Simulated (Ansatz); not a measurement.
`N[SiH](F)CF` and `N[SiH](F)[O][SbH2]` differ in one atom or group.

Ansatz, PBE0-D4/def2-TZVP geometries, multiplicity 1. Each molecule was computed in one conformer, which needn't be the lowest.

Elements past krypton have def2 core potentials.  Spin–orbit coupling is left out; it splits and shifts lone-pair levels of the heavy atoms by tenths of an eV.

```
                                                                                  property  `N[SiH](F)CF`
                                                         HOMO energy (PBE/def2-TZVPP) / eV          -6.64
ideal-gas entropy at 298 K and 1 bar (rigid rotor, harmonic PBE0-D4/def2-TZVP) / J/(mol·K)            342
                                                        LUMO energy (PBE0/def2-TZVPP) / eV           0.35
                                          size of the dipole moment (B3LYP/def2-TZVPP) / D           1.67
                                            zero-point energy (PBE0-D4/def2-TZVP) / kJ/mol          179.0
                                                   HOMO–LUMO gap (ωB97M-V/def2-TZVPP) / eV          12.55
```

(1) Give the same properties after the change, and the shifts. (An estimate is asked.)

Results:

(1) The calculation gave: 
```tsv
property	`N[SiH](F)[O][SbH2]`	shift
HOMO energy (PBE/def2-TZVPP) / eV	-6.31	0.33
ideal-gas entropy at 298 K and 1 bar (rigid rotor, harmonic PBE0-D4/def2-TZVP) / J/(mol·K)	385	43
LUMO energy (PBE0/def2-TZVPP) / eV	-1.21	-1.56
size of the dipole moment (B3LYP/def2-TZVPP) / D	2.53	0.86
zero-point energy (PBE0-D4/def2-TZVP) / kJ/mol	148.8	-30.2
HOMO–LUMO gap (ωB97M-V/def2-TZVPP) / eV	10.10	-2.45
```

With PBE0 the HOMO rises by 0.70 eV and the LUMO falls by 1.56 eV, so the gap narrows by about 2.26 eV. PBE moves the HOMO by 0.33 eV and ωB97M-V by 1.00 eV. Dipoles are sizes alone; their direction can turn. Modes under 60 cm⁻¹, often nearly free rotors, make the harmonic entropy too high.

B3LYP here is the variant with VWN-RPA as its local correlation; programs differ in this.
